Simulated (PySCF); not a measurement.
germylsilane cation (GeH6Si), SMILES [SiH3][GeH3] (connectivity only; charge and spin as stated), charge +1, multiplicity 2.

Geometry: B3LYP-D3(BJ)/def2-TZVP. The multiplicity is an assumed one; other spin states were not compared.

Two levels are set side by side: PBE/def2-TZVPD (PySCF) and B3LYP/def2-TZVPD (PySCF). Same geometry, gas phase. Differences are taken from unrounded values.

```
quantity                     B3LYP
---------------------------  -----
α-spin orbital gap (eV)       6.51
β-spin orbital gap (eV)       4.73
mean polarisability (bohr³)   59.5
```

What does PBE give, and how far is it from B3LYP? (Estimate from the structure and the level; the computed values follow.)


| quantity | PBE | PBE minus B3LYP |
|---|---|---|
| α-spin orbital gap (eV) | 5.12 | -1.40 |
| β-spin orbital gap (eV) | 3.05 | -1.68 |
| mean polarisability (bohr³) | 60.4 | 1.0 |

Rough cost on one machine, each run with all the roots and properties that it gave: B3LYP against PBE within a factor of 2.
